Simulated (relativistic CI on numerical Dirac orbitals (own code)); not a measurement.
**Zeeman pattern of Hg II 5425.25 Å at 0.5 T**

Problem. The line 5d10 6d 2D_3/2 – 5d10 5f 2F°_5/2 of Hg II lies at 5425.25 Å (air; NIST Handbook). Calculate its Zeeman pattern at B = 0.5 T, seen across the field, in LS coupling, and compare it with the Doppler width at an assumed gas temperature of 400 K.

Working.
1. Landé factors g = 3/2 + [S(S + 1) − L(L + 1)]/[2J(J + 1)]: lower 0.8000, upper 0.8571.
2. The unit is μB B/hc = 0.46686 × 0.5 = 0.2334 cm⁻¹, or 68.7 mÅ at this wavelength. A component is shifted by g_u m_u − g_l m_l units. Seen across the field, the strengths for lower J and m are (J + 1)² − m² (π) and ¼(J + m + 1)(J + m + 2) (σ).
3. π components (Δm = 0), symmetric about zero, as shift (strength, strongest of all = 100): ±0.029 (100), ±0.086 (67).
4. σ components with Δm = +1, mirrored for −1: 0.771 (8), 0.829 (25), 0.886 (50), 0.943 (83).
5. The centre of the σ group lies at ḡ = 0.900 units, 61.9 mÅ from the line centre.
6. The Doppler width is 7.16 × 10⁻⁷ λ √(T/M) = 5.5 mÅ (FWHM, M = 202), so the sum of Gaussians shows separate peaks away from the centre.

Check. A relativistic CI calculation gives g = 0.7995 and 0.8623 for the two levels. The nearest fine-structure partner lies 258 cm⁻¹ away, 1103 Zeeman units, so the weak-field formulas hold; hyperfine structure, which matters at weak fields for isotopes with nuclear spin, is neglected.
